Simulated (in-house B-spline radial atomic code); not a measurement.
## The silicon ion Si⁶⁺: [He] 2s2 2p4 (with a hole in an inner shell)

All numbers are computed (Dirac-Hartree-Fock, average of configuration; Fermi nucleus of rms radius 3.1224 fm) with a radial B-spline atomic code at the basis-set limit, not measured.

Screening seen three ways: the hydrogenic charge with the same mean radius, Z_r = [3n² - l(l+1)]/(2<r>), the one with the same energy, Z_e = n√(-2ε), and Slater's rules. Values are occupation-weighted means over j.

```json
{"shell": "1s", "electrons": "2", "ε (eV)": "-2037.8", "<r> (bohr)": "0.1108", "Z_r": "13.54", "Z_e": "12.24", "Slater": "13.70"}
{"shell": "2s", "electrons": "2", "ε (eV)": "-295.23", "<r> (bohr)": "0.531", "Z_r": "11.30", "Z_e": "9.32", "Slater": "10.55"}
{"shell": "2p", "electrons": "4", "ε (eV)": "-252.98", "<r> (bohr)": "0.4842", "Z_r": "10.33", "Z_e": "8.62", "Slater": "10.55"}
```

The least bound orbital is 2p3/2 at -252.7 eV, while the most diffuse is 2s1/2 (<r> = 0.531 bohr against 0.4847 bohr): energy order and size order differ.

Spin-orbit splittings of the orbital energies (j = l + 1/2 above j = l - 1/2 when positive): 2p 0.7773 eV.

For the 1s electron the small component carries 0.247 % of the norm, the zero-frequency Breit interaction raises the level by 1.098 eV, self-energy by 0.4801 eV, and vacuum polarisation lowers it by 0.02981 eV.
